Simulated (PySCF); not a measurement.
**Unknowns**

PySCF calculation with PBE0/pcSseg-1 with gauge-including orbitals and coordinates at the GFN2-xTB level; no relativistic terms, in vacuum, averaged over atoms made equivalent by symmetry, fast rotation or ring inversion, one computed conformer.

Scale: 1H and 13C against TMS (reference shieldings calculated alike). Where no couplings were computed, multiplicities follow the n + 1 count of equivalent neighbours, and m marks all less simple cases (inequivalent or close neighbours, rings, F or P nearby). Shifts are as computed. Against solution values, carbons near 30 ppm lie about +3 ppm off and those near 130 ppm about +5 ppm; carbons on Cl a further +6 ppm. Of 1211 compounds with measured shifts, 218 miss one by over three times the rms of a fit or turn the order of signals round; such compounds aren't used in these exercises. Carbons bonded to Cl come out too deshielded.

**Question.** C₆H₆O₃. 1H NMR (500 MHz, computed): δ 7.82 (s, 1H), 3.26 (s, 2H), 2.19 (s, 3H). 13C{1H} NMR (computed): δ 193.8 (C), 178.6 (C), 160.0 (CH), 125.4 (C), 36.2 (CH2), 31.8 (CH3). Give a structure.

**Answer.** `CC(=O)C1=COC(=O)C1`. Rings plus π bonds: 4 (1 ring in the answer). 6 carbon signals for 6 carbons: no two carbons are equivalent. Carbon types of the structure: 3 × C, 1 × CH, 1 × CH2, 1 × CH3, which accounts for all hydrogens. δC 193.8: ketone carbonyl carbon; the double bond to the heteroatom, with no lone-pair donor beside it, deshields it most. δC 178.6: ester carbonyl carbon; it is a carbonyl in resonance with an O or N lone pair, the region of acids, esters and amides. δC 160.0: alkene carbon bearing oxygen; an sp2 carbon further deshielded by the attached heteroatom. δC 125.4: β carbon of an enol-ether or enamine type C=C.

This is the structure that produced the data.

**Question.** C₆H₃Cl₃. 1H NMR (500 MHz, computed): δ 7.15 (d, 1H), 2.78 (m, 1H), 1.30 (d, 1H). 13C{1H} NMR (computed): δ 132.3 (C), 117.5 (CH), 114.7 (C), 90.1 (C), 72.1 (CH), 19.7 (CH). Identify the compound.

**Answer.** SMILES C(#C)[C@@H]1C=C1C(Cl)(Cl)Cl. Rings plus π bonds: 4 (1 ring in the answer). 6 carbon signals for 6 carbons: no two carbons are equivalent. Carbon types of the structure: 3 × C, 3 × CH, which accounts for all hydrogens. δC 117.5: alkene CH; an sp2 carbon of a C=C bond. δC 114.7: allylic fully substituted sp3 carbon bonded to 3 Cl; 3 electronegative neighbours deshield it. δC 90.1: alkyne carbon; sp carbons lie upfield of alkene carbons because the cylindrical π system leaves one tensor component strongly shielded. δC 72.1: terminal alkyne carbon; the triple bond shields along its axis, which puts it between sp3 and sp2 carbons.

This is the structure that produced the data.

**Question.** C₆H₁₀N₂O. 1H NMR (500 MHz, computed): δ 5.61 (s, 1H), 3.92 (s, 3H), 3.72 (s, 3H), 2.27 (s, 3H). 13C{1H} NMR (computed): δ 168.1, 142.1, 97.3, 56.5, 37.1, 13.6. Give a structure.

**Answer.** SMILES COc1cc(C)n(C)n1. The formula gives 3 degrees of unsaturation (1 ring in the answer). 6 carbon signals for 6 carbons: no two carbons are equivalent. Carbon types of the structure: 2 × C, 1 × CH, 3 × CH3, which accounts for all hydrogens. δC 168.1: aromatic carbon bearing oxygen; an ipso carbon deshielded by its heteroatom. δC 142.1: substituted aromatic carbon next to a ring nitrogen. δC 97.3: aromatic CH; π donation from the O or N substituent raises the electron density at positions ortho and para to it. δC 56.5: methyl carbon bonded to O; the inductive effect lowers its shielding.

The shifts were computed for this structure.
